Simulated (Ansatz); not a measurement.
A further run on cyclo-(AsH)3 (As3H3).

```yaml
crystal:
  periodic: [false, false, false]
  atoms:
    - {symbol: As, position_ang: [-0.263293, 1.433068, 0.159194]}
    - {symbol: As, position_ang: [0.940017, -0.384796, -1.009043]}
    - {symbol: As, position_ang: [-1.127745, -0.903786, 0.245250]}
    - {symbol: H, position_ang: [0.640167, 1.274263, 1.401767]}
    - {symbol: H, position_ang: [0.119483, -0.128150, -2.293429]}
    - {symbol: H, position_ang: [-0.308619, -1.290609, 1.496251]}
basis:
  gaussian: {orbitals: def2-mTZVP}
hamiltonian: {xc: {name: HF}}
correlation: {method: rpa}
```

```sh
$ ansatz run in.yaml --threads 4 --pin off --events-out ev --progress --plain --max-ram 3916MiB
```

Output, abridged:

```
Functional definition: HF
1230 factors; integrals over basis functions are off by at most 5.4e-4 eV
mean field evaluation 1: about -182433.8952 eV, gradient 1.1e1 eV
mean field evaluation 2: about -182433.8956 eV, gradient 1.1e1 eV
mean field evaluation 4: about -182434.6401 eV, gradient 1.9e0 eV
mean field evaluation 8: about -182434.6595 eV, gradient 2.0e-3 eV
mean field -182434.65946686 eV, -6704.3500767537 hartree, gradient 1.8e-6 eV, S^2 0.000000; 0 other end points of the search recorded, 0 dependent functions left out
27 core orbitals not correlated: weight in the atoms' cores, before any rotation towards them, 1.000 or more for the frozen orbitals, at most 0.000 for the correlated occupied ones
reference -182434.65946686 eV, -6704.3500767537 hartree; 24, 24 occupied and 66, 66 virtual orbitals, 1230 factors
Total energy: -182453.40636610 eV, -6705.0390125935 hartree
```

Run time 1.9 s (4 threads of Intel Xeon Platinum 8259CL on a shared host).

Correlated methods freeze 27 core orbitals; core or outer-core shells of As are correlated, in sets that lack core-valence functions.
